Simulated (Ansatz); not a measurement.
Consider the formal exchange of groups at a B–C bond: `CB([SiH3])CF` + `[SnH4]` → `C[B]([SiH3])[SnH3]` + fluoromethane.

Gas-phase electronic energies from Ansatz, PBE0-D4/def2-TZVP geometries. CCSD(T)/CBS adds triple-zeta CCSD(T) − MP2 to the extrapolated MP2 energy (def2 sets, frozen cores). This one scheme is used for every species. Functionals use def2-TZVPP. B3LYP here is the variant with VWN-RPA as its local correlation; programs differ in this. Elements past krypton have def2 core potentials. For Sn outer-core shells are correlated without core-valence functions, which leaves a few kJ/mol of doubt a bond. Each species was taken in one conformer, which may not be the lowest.

**Question.** Is it downhill or uphill in electronic energy at CCSD(T)/CBS, and by how much? (An estimate is asked.)

**Answer.** The calculation gave: Nearly level: ΔE = +0.4 kcal/mol.

**Question.** What do these levels give: r2SCAN-D4, PBE0-D4, B3LYP-D4, CCSD/def2-TZVPP, CCSD(T)/def2-TZVPP, HF/def2-QZVPP? (Best estimate.)

**Answer.** The calculation gave: r2SCAN-D4 3.5, PBE0-D4 2.5, B3LYP-D4 3.0, CCSD/def2-TZVPP 2.1, CCSD(T)/def2-TZVPP 1.8, HF/def2-QZVPP 4.3 kcal/mol.

Largest T1 diagnostic among the species: 0.014.

The D4 term adds −0.8 kcal/mol with B3LYP and −0.5 kcal/mol with PBE0; it sums over pairs of atoms, weighted by their polarisabilities, and B3LYP, whose exchange is more repulsive, gets the larger term. In def2-TZVPP, CCSD(T) changes the Hartree–Fock value by −2.6 kcal/mol (the triples alone add −0.3 kcal/mol) and MP2 by −3.5 kcal/mol.
